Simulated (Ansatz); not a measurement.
Consider the formal exchange of groups at a Te–Si bond: `C#C[SiH2][Te]C` + `C=CF` → `C[Te]/C=C/F` + `C#C[SiH3]`.

Program: Ansatz. Geometries: PBE0-D4/def2-TZVP. ΔE: electronic, gas phase. CCSD(T)/CBS adds triple-zeta CCSD(T) − MP2 to the extrapolated MP2 energy (def2 sets, frozen cores). Functionals use def2-TZVPP. Elements past krypton have def2 core potentials. For Te outer-core shells are correlated without core-valence functions, which leaves a few kJ/mol of doubt a bond. Each species was taken in one conformer, which may not be the lowest.

| species | ωB97M-V energy (Eh) |
| --- | --- |
| `C#C[SiH2][Te]C` | -675.34678 |
| `C=CF` | -177.83600 |
| `C[Te]/C=C/F` | -485.13381 |
| `C#C[SiH3]` | -368.01534 |

**Question.** Work out ΔE.

**Answer.** ΔE = (-485.13381) + (-368.01534) − (-675.34678) − (-177.83600) = 0.03363 Eh = +0.92 eV. CCSD(T)/CBS gives +0.92 eV.

Largest T1 diagnostic among the species: 0.013.

From PBE to PBE0 (25 % exact exchange), in def2-TZVPP and without D4, ΔE moves by +0.04 eV. The D4 term adds +0.05 eV with B3LYP and +0.03 eV with PBE0; it sums over pairs of atoms, weighted by their polarisabilities, and B3LYP, whose exchange is more repulsive, gets the larger term.

B3LYP here is the variant with VWN-RPA as its local correlation; programs differ in this.
